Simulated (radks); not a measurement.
Valence configurations of Os2+ (all share [Xe]). Method: scalar-relativistic Kohn-Sham, PBE, spin-unpolarised, spherical densities, point nucleus; computed with a radial shooting solver on a logarithmic mesh with Libxc functionals. Energies are relative to 4f14 5d6; eigenvalues in eV.

valence,E (eV),e(4f),e(5d),e(6p),e(6s)
4f14 5d6,0.000,-69.119,-22.924,-,-
4f14 5d4 6s2,6.392,-76.200,-27.645,-,-23.336
4f14 5d5 6p1,10.161,-74.088,-26.551,-15.375,-
4f13 5d7,50.680,-79.513,-24.399,-,-
4f13 5d6 6s1,54.471,-83.122,-26.855,-,-22.480
4f13 5d6 6p1,62.183,-84.662,-28.205,-15.610,-
4f12 5d6 6s1 6p1,130.04,-99.590,-32.489,-16.697,-25.116
4f12 5d6 6p2,138.54,-101.09,-33.799,-17.413,-
4f12 5d4 6p4,176.18,-112.25,-41.603,-20.314,-
4f11 5d7 6p2,210.73,-112.61,-35.563,-17.624,-

NIST lists [Xe] 4f14 5d6 as the ground configuration; this level of theory agrees among the configurations tried. The energies are those of spherical spin-averaged densities, not of single terms.
